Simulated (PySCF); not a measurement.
SBr: script and output

Input:

```python
from pyscf import gto, scf, mp

mol = gto.M(
    atom='S 0 0 0; Br 0 0 1.89',
    basis='cc-pvdz',
    charge=0,
    spin=1,
    verbose=4,
)
mf = scf.UHF(mol)
mf.kernel()
mp.MP2(mf, frozen=14).kernel()
mf.dip_moment()
print('orbital energies (hartree):', [e[max(0, n-3):n+3].round(4) for e, n in zip(mf.mo_energy, mol.nelec)])
```

```bash
$ python input.py
```

The log (some set-up lines and the per-cycle HOMO/LUMO lines with their warnings removed):

```
PySCF version 2.14.0

[INPUT] Symbol           X                Y                Z      unit          X                Y                Z       unit  Magmom
[INPUT]  1 S      0.000000000000   0.000000000000   0.000000000000 AA    0.000000000000   0.000000000000   0.000000000000 Bohr   0.0
[INPUT]  2 Br     0.000000000000   0.000000000000   1.890000000000 AA    0.000000000000   0.000000000000   3.571582375428 Bohr   0.0

nuclear repulsion = 156.79324768
number of shells = 11
number of NR pGTOs = 118
number of NR cGTOs = 45
basis = cc-pvdz
ecp = {}

******** <class 'pyscf.scf.uhf.UHF'> ********
method = UHF
initial guess = minao
damping factor = 0
level_shift factor = 0
DIIS = <class 'pyscf.scf.diis.CDIIS'>
SCF conv_tol = 1e-09
SCF max_cycles = 50
number electrons alpha = 26  beta = 25
init E= -2969.29011404884

cycle= 1 E= -2969.82696764751  delta_E= -0.537  |g|= 0.169  |ddm|= 1.19
cycle= 2 E= -2969.84906435596  delta_E= -0.0221  |g|= 0.0697  |ddm|= 0.222
cycle= 3 E= -2969.85271537319  delta_E= -0.00365  |g|= 0.0238  |ddm|= 0.0753
cycle= 4 E= -2969.85406180081  delta_E= -0.00135  |g|= 0.0113  |ddm|= 0.0471
cycle= 5 E= -2969.85444346363  delta_E= -0.000382  |g|= 0.00588  |ddm|= 0.0269
cycle= 6 E= -2969.85458751782  delta_E= -0.000144  |g|= 0.00244  |ddm|= 0.0204
cycle= 7 E= -2969.85460526732  delta_E= -1.77e-05  |g|= 0.000495  |ddm|= 0.00899
cycle= 8 E= -2969.85460577365  delta_E= -5.06e-07  |g|= 0.000108  |ddm|= 0.00125
cycle= 9 E= -2969.85460579666  delta_E= -2.3e-08  |g|= 2.63e-05  |ddm|= 0.000283
cycle= 10 E= -2969.85460579782  delta_E= -1.16e-09  |g|= 9.14e-06  |ddm|= 5.23e-05
cycle= 11 E= -2969.85460579798  delta_E= -1.64e-10  |g|= 2.07e-06  |ddm|= 2.16e-05
Extra cycle  E= -2969.85460579798  delta_E= -1.82e-12  |g|= 1.03e-06  |ddm|= 2.73e-06
converged SCF energy = -2969.85460579798  <S^2> = 0.76160302  2S+1 = 2.0115696

******** <class 'pyscf.mp.ump2.UMP2'> ********
nocc = (np.int64(12), np.int64(11)), nmo = (31, 31)
frozen orbitals 14
E(UMP2) = -2970.08938269932  E_corr = -0.234776901332679
E(SCS-UMP2) = -2970.07849201883  E_corr = -0.22388622084213
E_corr(same-spin) = -0.0667454547197133
E_corr(oppo-spin) = -0.168031446612966
Dipole moment(X, Y, Z, Debye): -0.00000,  0.00000,  0.53622
orbital energies (hartree): [array([-0.5356, -0.389 , -0.3471,  0.1433,  0.4458,  0.5439]), array([-0.5273, -0.4793, -0.3318,  0.0087,  0.16  ,  0.4555])]
```

In short: E(SCF) = -2969.854606 Eh, 11 cycles, E(MP2) − E(SCF) = -0.23478 Eh, ⟨S²⟩ = 0.762, μz(SCF) = 0.54 D.

Wall time 1.3 s on one thread of a shared host.

The bond length is a typed value, not an optimised one. No search for the lowest solution was made.
